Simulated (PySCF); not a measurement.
A structure optimised at B3LYP-D3(BJ)/def2-SVP, used in a PySCF frequency run:

```xyz
8

C      0.0000     0.0000     2.7539
Sn     0.0000     0.0000     0.5933
I      2.2069     1.2741    -0.3489
I      0.0000    -2.5483    -0.3489
I     -2.2069     1.2741    -0.3489
H      0.0000     1.0440     3.0942
H     -0.9041    -0.5220     3.0942
H      0.9041    -0.5220     3.0942
```

Task: Write its SMILES, formula and point group.

Result: [CH3][Sn]([I])([I])[I], CH₃I₃Sn, C3v

Task: What are its rotational constants (standard atomic weights)?

Result: 0.34970, 0.34970, 0.20415 GHz
